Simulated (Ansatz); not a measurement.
CH₆F₂GeSi, SMILES `C[Si](F)(F)[GeH3]` at its PBE0-D4/def2-TZVP geometry, where that method's forces vanish. Charge 0, multiplicity 1.

```
atom   x (Å)   y (Å)   z (Å)
  C1   0.165  -0.520   1.691
 Si2   0.780   0.146   0.083
  F3   1.435   1.579   0.338
  F4   1.961  -0.791  -0.443
 Ge5  -0.837   0.358  -1.650
  H6  -0.616   0.124   2.102
  H7   0.983  -0.577   2.414
  H8  -0.250  -1.522   1.560
  H9  -1.966   1.302  -1.204
 H10  -0.199   0.917  -2.929
 H11  -1.456  -1.015  -1.963
```

Problem. For each bond, give half the difference of the two atoms' forces along it (eV/Å; positive pushes the atoms apart) under PBE-D4, r2SCAN-D4, B3LYP-D4, ωB97M-V in def2-TZVPP. (Estimate.)

Solution. Computed: 
| bond | length (Å) | PBE-D4 | r2SCAN-D4 | B3LYP-D4 | ωB97M-V |
| --- | --- | --- | --- | --- | --- |
| C1–Si2 | 1.846 | -0.11 | -0.02 | 0.03 | -0.03 |
| C1–H6 | 1.093 | 0.10 | -0.01 | -0.05 | -0.04 |
| C1–H7 | 1.093 | 0.11 | 0.01 | -0.05 | -0.05 |
| C1–H8 | 1.093 | 0.10 | -0.01 | -0.05 | -0.04 |
| Si2–F3 | 1.597 | 0.50 | 0.05 | 0.15 | 0.14 |
| Si2–F4 | 1.597 | 0.50 | 0.05 | 0.15 | 0.14 |
| Si2–Ge5 | 2.380 | -0.21 | -0.05 | 0.00 | -0.09 |
| Ge5–H9 | 1.538 | 0.09 | -0.03 | -0.01 | -0.05 |
| Ge5–H10 | 1.535 | 0.09 | -0.03 | -0.01 | -0.06 |
| Ge5–H11 | 1.538 | 0.09 | -0.03 | -0.01 | -0.05 |

B3LYP here is the variant with VWN-RPA as its local correlation; programs differ in this.
